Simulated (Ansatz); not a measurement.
Molecule: sum formula Si2H3Cl3, net charge 0, singlet state. 
Structure (B3LYP-D3(BJ)/def2-TZVP (Ansatz, a program for electronic structure) minimum search):
```xyz
8

Si    -2.2044     0.1564    -0.5742
Si     0.0475    -0.0034     0.0124
Cl     0.9774    -1.4810    -1.0731
Cl     0.2477    -0.4492     2.0093
Cl     1.0201     1.7710    -0.3513
H     -2.8575    -1.1389    -0.2842
H     -2.8218     1.2369     0.2256
H     -2.2920     0.4675    -2.0178
```

Wanted: vertical triplet-singlet gap (E(triplet) - E(singlet); each state is the SCF solution reached for its spin; the molecule has degenerate orbitals, so one determinant may break the symmetry), in kcal/mol. Cores are frozen in the correlated levels unless marked. Open shells are spin-unrestricted. Spin-orbit coupling is left out. No relativistic terms. Basis-set limits of correlation are two-point, X^-3; Hartree-Fock from the larger set. The bracket is a focal-point correction in the basis named.

RI-MP2/CBS(aug-cc-pV(T+d)Z,aug-cc-pV(Q+d)Z)+[CCSD(T)-MP2]/aug-cc-pV(T+d)Z (Ansatz) gives 145.4 kcal/mol.

Task: Another calculation gave 134.7 kcal/mol. Which level was it?
A. PBE0/def2-TZVPD (Ansatz)
B. CAM-B3LYP/def2-TZVPD (Ansatz)
C. wB97X-V/def2-TZVPD (Ansatz)
D. SVWN5/def2-TZVPD (Ansatz)

Result: A, PBE0/def2-TZVPD (Ansatz). The others give 145.2 (wB97X-V), 129.1 (SVWN5), 142.2 (CAM-B3LYP) kcal/mol.
